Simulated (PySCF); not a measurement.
Job file and geometry (Å, from GFN2-xTB) of an NMR shielding run on `InChI=1S/C4H14NPSi2/c7-5(8)6-3-1-2-4-6/h1-4H2,7-8H3`, PySCF 2.14.0, density-fitted response routines, GIAO PBE0/pcSseg-1 NMR shielding, non-relativistic, gas phase; density fitting, a coarse starting grid and PySCF grid level 2 are the driver's defaults:

```
$ OMP_NUM_THREADS=1 python probes_run.py task.json out

{"job": {"kind": "nmr", "xc": "PBE0", "basis": "pcSseg-1"}, "charge": 0, "multiplicity": 1}
Si    -1.569395    -1.496751    -0.218402
N     -1.469954     0.232191    -0.011910
Si    -2.884038     1.085706     0.577039
P     -0.045758     1.204429     0.017946
C      1.068398     0.284436     1.216541
C      2.398030     0.106090     0.495565
C      2.055956    -0.366514    -0.913181
C      0.956946     0.559458    -1.432248
H     -0.487265    -1.974170    -1.074786
H     -2.858183    -1.753717    -0.855608
H     -1.504207    -2.179021     1.081409
H     -3.146328     0.719884     1.973631
H     -4.019749     0.681479    -0.252327
H     -2.592627     2.509290     0.451570
H      0.617028    -0.683052     1.448357
H      1.178049     0.848234     2.145208
H      2.918050     1.065667     0.440170
H      3.044211    -0.604809     1.014471
H      1.693667    -1.394901    -0.865692
H      2.931416    -0.344927    -1.565309
H      1.404014     1.436532    -1.911132
H      0.301326     0.083851    -2.162945
```

Question: What does the program print?

Answer: 
```
coarse grid: 18960 points
cycle   1  E = -1135.1690206671  dE =  7.090e-01  |g| = 5.148e-01  |ddm| = 4.267e+00
cycle   2  E = -1135.1161909673  dE =  5.283e-02  |g| = 7.032e-01  |ddm| = 1.063e+00
cycle   3  E = -1135.2289722423  dE = -1.128e-01  |g| = 9.208e-02  |ddm| = 6.958e-01
cycle   4  E = -1135.2304913322  dE = -1.519e-03  |g| = 4.149e-02  |ddm| = 1.246e-01
cycle   5  E = -1135.2309046527  dE = -4.133e-04  |g| = 9.823e-03  |ddm| = 5.131e-02
cycle   6  E = -1135.2309268413  dE = -2.219e-05  |g| = 1.629e-03  |ddm| = 1.256e-02
cycle   7  E = -1135.2309275591  dE = -7.177e-07  |g| = 3.127e-04  |ddm| = 2.603e-03
final grid: 166816 points
cycle   8  E = -1135.2763896111  dE = -4.053e-05  |g| = 8.846e-03  |ddm| = 3.280e-02
cycle   9  E = -1135.2763742786  dE =  1.533e-05  |g| = 1.201e-02  |ddm| = 1.774e-02
cycle  10  E = -1135.2764085830  dE = -3.430e-05  |g| = 9.256e-04  |ddm| = 1.066e-02
cycle  11  E = -1135.2764087452  dE = -1.623e-07  |g| = 3.964e-04  |ddm| = 1.263e-03
cycle  12  E = -1135.2764087796  dE = -3.437e-08  |g| = 9.201e-05  |ddm| = 4.564e-04
cycle  13  E = -1135.2764087817  dE = -2.057e-09  |g| = 2.130e-05  |ddm| = 1.334e-04
cycle  14  E = -1135.2764087818  dE = -1.005e-10  |g| = 4.706e-06  |ddm| = 2.763e-05
converged SCF energy = -1135.2764087818

GIAO shielding tensors (ppm)
atom      isotropic    diamagn.    paramagn.     s11        s22        s33       span
  0 Si     412.132     881.216    -469.084    377.537    386.522    472.337     94.800
  1 N      252.129     332.629     -80.500    220.850    266.528    269.008     48.158
  2 Si     386.072     879.787    -493.715    322.178    361.810    474.229    152.051
  3 P      252.026     966.441    -714.415    172.744    240.467    342.869    170.125
  4 C      149.236     254.670    -105.434    124.861    154.056    168.793     43.932
  5 C      155.062     250.279     -95.217    125.316    163.515    176.356     51.040
  6 C      154.315     248.197     -93.882    134.157    160.502    168.287     34.130
  7 C      150.309     254.813    -104.504    123.127    156.024    171.775     48.648
  8 H       27.033      31.533      -4.499     22.316     28.201     30.583      8.267
  9 H       27.092      30.139      -3.047     23.140     25.308     32.827      9.687
 10 H       26.966      30.343      -3.377     23.393     24.752     32.752      9.360
 11 H       27.007      28.848      -1.842     23.076     24.830     33.115     10.040
 12 H       26.810      28.921      -2.111     22.885     24.916     32.629      9.745
 13 H       26.590      28.861      -2.271     23.188     25.840     30.743      7.556
 14 H       30.066      34.096      -4.030     25.706     29.644     34.847      9.141
 15 H       29.372      32.070      -2.699     24.828     27.979     35.307     10.479
 16 H       30.531      31.143      -0.612     25.745     27.859     37.989     12.244
 17 H       29.538      29.850      -0.313     24.208     26.890     37.515     13.307
 18 H       29.817      31.882      -2.065     25.820     28.197     35.434      9.614
 19 H       29.645      29.556       0.089     24.367     27.023     37.544     13.177
 20 H       29.754      31.879      -2.125     24.198     28.208     36.855     12.657
 21 H       29.899      32.914      -3.015     26.622     28.212     34.862      8.241
```

Question: Turn these shieldings into chemical shifts. δ = σ(ref) − σ, references computed at the same level: 29Si (σref 349.16), 13C (σref 186.93), 1H (σref 31.72) against TMS; 15N (σref 267.73) vs NH3; H3PO4 for 31P (σref 318.38).

Answer: Averaging equivalent atoms: Si 0/2: -49.9; N 1: 15.6; P 3: 66.3; C 4/7: 37.2; C 5/6: 32.2; H 8/9/10/11/12/13: 4.80; H 14/15/20/21: 1.94; H 16/17/18/19: 1.83 ppm. Experimental scales use liquid or dissolved standards, which lie at an offset from isolated NH3 (liquid NH3: subtract about 20 ppm) and H3PO4.

Size and cost of the density-fitted run: 227 basis functions, of the order of 2.4 core-minutes.
